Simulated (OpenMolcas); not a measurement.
Tm2+ with its 6 nearest oxide ions, on the Sr site of SrO (a = 5.1602 Å, distance in the model lattice 2.580 Å). The rest of the host is ab initio model potentials to 7.6 Å, with orthogonalisation functions on the cations behind the ligands, and point charges beyond; the distance is set by hand and nothing relaxes. Ligand basis ANO-RCC-VDZP.

* Program: OpenMolcas
* Method: CASSCF
* Basis: ANO-RCC-VDZP [7s6p4d2f1g]
* Scalar Hamiltonian: DKH2, point nucleus
* Active space: 13 electrons in 7 orbitals (4f)
* State averaging: 2S+1 = 2 odd, 7 roots
* Spin-orbit coupling: RASSI with atomic mean-field integrals over the reference wave functions

All ligands move together. At R = 2.41 Å the width of the lowest J multiplet is 545 cm-1, and at R = 2.58 Å it is 437 cm-1.

Task: A third run gives 503 cm-1. What distance was it run at?

Result: With a power law R^-n the two known points give n = -ln(437 / 545) / ln(2.58 / 2.41) = 3.24. Then R = 2.41 × (545 / 503)^(1/3.24) = 2.470 Å. The run was at 2.47 Å, so the estimate is off by 0 Å.

Without dynamic correlation the ligand-field splitting of an f shell can come out too small, at times by half. No measured value stands beside these numbers; the geometry was set by hand and not optimised.
